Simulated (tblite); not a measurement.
Compound: C7H10FNSi.
Geometry (GFN2-xTB, Å), atoms numbered from 1 in this order:
```
atom  x, y, z in Å
C1     3.332    0.092   -0.624
C2     2.246   -0.328    0.303
C3     0.954   -0.187    0.047
Si4   -0.152    0.624   -1.253
C5    -1.299    0.297    0.263
C6    -2.634   -0.425    0.085
C7    -3.542    0.392   -0.676
N8    -4.240    1.060   -1.286
C9    -0.206   -0.535    0.954
F10   -0.010   -0.193    2.277
H11    3.947    0.860   -0.155
H12    2.916    0.485   -1.549
H13    3.980   -0.753   -0.850
H14    2.567   -0.766    1.242
H15    0.074    2.021   -1.600
H16   -0.467   -0.212   -2.411
H17   -1.464    1.204    0.850
H18   -2.488   -1.368   -0.452
H19   -3.092   -0.647    1.055
H20   -0.426   -1.610    0.957
```

Method: GFN2-xTB as coded in tblite; computed harmonic values from a numerical Hessian at the method's own geometry, unscaled. Against measured fundamentals such values can be off by several per cent, at times by over 20. Modes of hydrogen on silicon can be 10 to 20 % off. One conformer, not necessarily the lowest.

Harmonic wavenumbers (cm⁻¹): 33.6, 49.2, 100.5, 137.9, 148.3, 172.5, 211.4, 260.8, 271.6, 332.6, 383.3, 406.9, 422.2, 482.1, 496.9, 543.4, 604.5, 629.5, 685.4, 694.5, 768.5, 840.3, 913.5, 940.4, 986.5, 1002.3, 1025.6, 1047.8, 1082.0, 1101.4, 1106.6, 1138.3, 1172.6, 1202.3, 1258.5, 1283.9, 1293.8, 1316.5, 1395.2, 1433.5, 1470.3, 1474.8, 1722.3, 2276.9, 2313.7, 2411.6, 2894.1, 2931.2, 2950.3, 2969.2, 3000.9, 3015.9, 3020.2, 3039.5.

A = 2151, B = 644.7, C = 519.7 MHz; mass 155.057 u (most abundant isotopes); point group C1, symmetry number 1.

Q: What is the zero-point energy?

A: ½Σν̃ = 32434 cm⁻¹ = 92.73 kcal/mol.

Q: Give the ideal-gas entropy at 298.15 K and 1 bar in the rigid-rotor, harmonic-oscillator model (classical rotation).

A: Translation 41.05, rotation 30.48, vibration 36.14: S = 107.7 cal/(mol K).

Q: And Cp and H(298.15 K) − H(0)?

A: Cp = 44.45 cal/(mol K), of which vibrations give 36.50 (their classical limit is 54 R = 107.3); H(298.15 K) − H(0) = 7.97 kcal/mol without the zero-point energy, 5.60 from vibrations.

Q: Which modes carry the vibrational entropy at 298.15 K?

A: 33.6 cm⁻¹: 5.60; 49.2 cm⁻¹: 4.85; 100.5 cm⁻¹: 3.44; 137.9 cm⁻¹: 2.83; 148.3 cm⁻¹: 2.69; 172.5 cm⁻¹: 2.41 cal/(mol K); the other 48 give 14.31 together.

Q: What must be added to the electronic energy to get the Gibbs energy at 298.15 K and 1 bar?

A: ZPE + [H(298.15 K) − H(0)] − T·S = 92.73 + 7.97 − 32.10 = 68.60 kcal/mol.

Hindered rotation and anharmonicity are outside this model. Other conformers, if any are populated, would add a mixing term that is left out. The structure is chiral; the term R ln 2 for an equal mix with its mirror image is left out.
